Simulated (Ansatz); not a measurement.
Consider the isomerisation: `[SiH3]C([SiH3])S` → `C[SiH2][SiH2]S`.

Calculated with Ansatz (gas phase, PBE0-D4/def2-TZVP geometries, no zero-point term in ΔE). CCSD(T)/CBS adds triple-zeta CCSD(T) − MP2 to the extrapolated MP2 energy (def2 sets, frozen cores). One conformer a species, not always the lowest.

| species | CCSD(T)/CBS(def2) energy (Eh) |
| --- | --- |
| `[SiH3]C([SiH3])S` | -1018.78812 |
| `C[SiH2][SiH2]S` | -1018.83085 |

Question: Work out ΔE.

Answer: ΔE = (-1018.83085) − (-1018.78812) = -0.04273 Eh = -112.2 kJ/mol.

Largest T1 diagnostic among the species: 0.012.

In def2-TZVPP, CCSD(T) changes the Hartree–Fock value by +4.1 kJ/mol (the triples alone add +1.4 kJ/mol) and MP2 by +8.1 kJ/mol. The D4 term adds +5.6 kJ/mol with B3LYP and +2.6 kJ/mol with PBE0; it sums over pairs of atoms, weighted by their polarisabilities, and B3LYP, whose exchange is more repulsive, gets the larger term.

B3LYP here is the variant with VWN-RPA as its local correlation; programs differ in this.
